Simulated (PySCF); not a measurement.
Computed shifts of a molecule FH6NOSi2, PySCF with PBE/pcSseg-1, GIAO, gas phase, atoms alike by connectivity averaged where their shifts nearly agree, in ppm (number of nuclei): ¹⁵N: 51.4 (1). ²⁹Si: -13.2 (1), -121.8 (1). ¹⁹F: -114.8 (1). ¹H: 3.75 (3), 2.02 (1), 2.02 (1), 1.54 (1). References: ¹⁵N against NH3 (σ = 267.0 ppm); ²⁹Si against TMS (σ = 335.4 ppm); ¹⁷O against H2O (σ = 334.3 ppm); ¹⁹F against CFCl3 (σ = 133.6 ppm); ¹H against TMS (σ = 31.49 ppm), references at their B3LYP-D3(BJ)/def2-TZVP geometries, non-relativistic. Coordinates come from a PBE-D3(BJ)/def2-SVP optimisation. The values are those of a single conformer.

Problem. Which structure fits?
A. N[SiH2][Si@@H](O)F
B. N[Si@@](O)(F)[SiH3]
C. N[Si@@H](O)[SiH2]F
D. N[Si@@H](F)O[SiH3]

Solution. B, N[Si@@](O)(F)[SiH3]
